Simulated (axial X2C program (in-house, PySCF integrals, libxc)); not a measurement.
Low determinants of CBr at the PBE0 level, two-component

Calculated with an in-house relativistic program for diatomic molecules. Two-component (2c) means X2C with spin–orbit coupling and atomic mean-field two-electron Coulomb and Gaunt terms. Basis: Br dyall-cv3z [8s9p6d4f1g], C dyall-v3z [7s6p2d1f] (cores contracted in-house); Gaussian nuclei, density fitting, unrestricted open shells. Masses: Br 78.918 u, C 12.000 u.

Search at 1.814 Å (vertical energies from the lowest determinant):

```csv
ΔE (eV),state,electrons beyond evenly filled partner blocks,"electrons in ±ω = 1/2, 3/2, 5/2, 7/2"
0.00,Ω = 1/2,ω = 1/2,29 10 2 0
0.07,Ω = 3/2,ω = 3/2,28 11 2 0
3.34,Ω = 1/2,"2 × ω = -1/2, ω = 3/2",28 11 2 0
3.95,Ω = 5/2,"2 × ω = 1/2, ω = 3/2",28 11 2 0
4.00,Ω = 1/2,ω = 1/2,27 12 2 0
4.13,Ω = 5/2,"ω = -1/2, 2 × ω = 3/2",29 10 2 0
5.45,Ω = 3/2,ω = 3/2,30 9 2 0
```

Lowest determinant, Ω = 1/2 (⟨Sz⟩ = -0.50, ⟨Lz⟩ = 1.00 at PBE0): Re = 1.812 Å, ωe = 745.6 cm⁻¹.

The determinant in row 2 of the search, Ω = 3/2 (⟨Sz⟩ = 0.50, ⟨Lz⟩ = 1.00 at PBE0), was followed along the bond at PBE0; measured from the minimum of the lowest determinant it gives:

Te = 0.072 eV (578 cm⁻¹), Re = 1.814 Å, ωe = 742.0 cm⁻¹.

Q: Compare the bond of the determinant in row 2 with that of the lowest one.

A: At PBE0 its Re is 0.002 Å longer and its force constant, which goes as ωe², is 0.99 times that of the lowest determinant. T0 ≈ Te + Δωe/2 = 578 + (-2) = 576 cm⁻¹.

The search compares states at one distance, so a state with another bond length can lie lower; it is not exhaustive and yields mostly the lowest determinant of each block pattern, so other components and higher states of one pattern are missing. These are energies of single determinants, not of spin-adapted states; PBE0 term energies can be off by some tenths of an eV, and the functional has no current term.
